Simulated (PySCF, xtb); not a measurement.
ClFH4SSi2, SMILES F[SiH2]S[SiH2]Cl.

xtb with GFN2-xTB at its own geometry gives an orbital gap of 4.53 eV and a dipole moment of 2.81 D.

Geometry: PBE-D3(BJ)/def2-SVP. This is a generated structure with no PubChem entry under its InChIKey; it may be hypothetical. Other conformers were not sampled.

Task: What does PBE/def2-TZVP (PySCF) give? (Estimate from the structure and the level; the computed values follow.)

Result: gap 5.51 eV (levels -7.02 and -1.51 eV), dipole 0.24 D.
